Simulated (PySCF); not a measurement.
## Magnetisability: SMILES n1nc(C)cc(C)n1, C5H7N3

Cartesian coordinates in Å; atom numbers follow the order of the lines, from 1:
```xyz
15

C    -2.545   -0.118    0.210
C    -1.147    0.381    0.075
C    -0.045   -0.467    0.021
C     1.197    0.149   -0.105
C     2.475   -0.615   -0.175
N     1.273    1.480   -0.168
N     0.209    2.203   -0.113
N    -0.971    1.701    0.003
H    -2.650   -0.697    1.126
H    -3.230    0.724    0.233
H    -2.793   -0.766   -0.629
H    -0.146   -1.541    0.076
H     3.308    0.076   -0.266
H     2.600   -1.218    0.724
H     2.462   -1.285   -1.033
```

Level of theory: PySCF, GIAO BHandHLYP/pcSseg-1 magnetisability, rotational g tensor and spin-rotation constants, non-relativistic, gas phase. Geometry: GFN2-xTB.

How diamagnetic is it, and how anisotropic?

Isotropic -1027 × 10⁻³⁰ J/T², or -61.8 × 10⁻⁶ cm³/mol; principal values -1714, -688, -678 × 10⁻³⁰ J/T², anisotropy 1031 × 10⁻³⁰ J/T² (root of half the summed squared differences of the principal values). The susceptibility is in cgs units.

Split it along the inertial axes a, b, c into diamagnetic and paramagnetic parts about the centre of mass, with the quadrupole moment.


| axis | χ (10⁻⁶ cm³/mol) | diamagnetic (10⁻⁶ cm³/mol) | paramagnetic (10⁻⁶ cm³/mol) | summed x² of all electrons (Å²) | quadrupole Θ (D Å) |
| --- | --- | --- | --- | --- | --- |
| a | -41.4 | -382.8 | 341.3 | 170.4 | +5.54 |
| b | -40.9 | -777.6 | 736.8 | 77.3 | -6.54 |
| c | -103.2 | -1050.6 | 947.3 | 12.9 | +1.00 |

Anisotropies 2χaa − χbb − χcc = +61.2 and 2χbb − χaa − χcc = +63.0 × 10⁻⁶ cm³/mol. Θ is traceless in Buckingham's convention.

And the rotational g tensor?


```csv
axis,rotational constant (GHz),g,nuclear part,electronic part
a,4.1579,-0.0908,0.5760,-0.6668
b,1.8305,-0.0343,0.5992,-0.6336
c,1.2913,+0.0109,0.5856,-0.5747
```
Asymmetric top; isotopes 12C, 1H, 14N; no vibrational averaging.
